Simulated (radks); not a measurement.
The numbers below are computed, except where a source is named.
I III, 51 electrons, occupied as [Kr] 4d9.5 5s2 5p3.5 (fractional occupations, a model configuration). Level of theory: scalar-relativistic Kohn-Sham, SCAN, spin-polarised, spherical densities, finite nucleus; open shells are filled with parallel spins first (spin-orbit coupling, left out, can overturn this in heavy ions); meta-GGA in the generalised Kohn-Sham scheme; Fermi nuclear charge, rms radius 4.75 fm (a radial shooting solver on a logarithmic mesh with Libxc functionals). Some entries of the table are withheld. Estimate them.

| orbital | occ. | eigenvalue (hartree) | <1/r> (bohr^-1) |
|---|---|---|---|
| 1s up | 1 | -1215.174 | 56.83 |
| 1s down | 1 | -1215.170 | 56.83 |
| 2s up | 1 | -189.2106 | 13.04 |
| 2s down | 1 | -189.2026 | 13.04 |
| 2p up | 3 | -169.7812 | 12.46 |
| 2p down | 3 | -169.7721 | 12.46 |
| 3s up | 1 | -39.20649 | 4.683 |
| 3s down | 1 | -39.20066 | 4.683 |
| 3p up | 3 | -32.85824 | 4.445 |
| 3p down | 3 | -32.85047 | 4.445 |
| 3d up | 5 | -23.38613 | 4.199 |
| 3d down | 5 | -23.37502 | 4.199 |
| 4s up | 1 | -7.72334 | 1.886 |
| 4s down | 1 | -7.68780 | 1.884 |
| 4p up | 3 | -5.71534 | 1.731 |
| 4p down | 3 | -5.68077 | 1.729 |
| 4d up | 5 | -2.77753 | 1.454 |
| 4d down | 4.5 | -2.73942 | 1.457 |
| 5s up | 1 | -1.43684 | 0.6996 |
| 5s down | 1 | -1.32702 | 0.7094 |
| 5p up | 3 | (1) | 0.5985 |
| 5p down | 0.5 | (2) | 0.5926 |

Answer. 
(1) 5p up eigenvalue (hartree): -0.98363
(2) 5p down eigenvalue (hartree): -0.87938
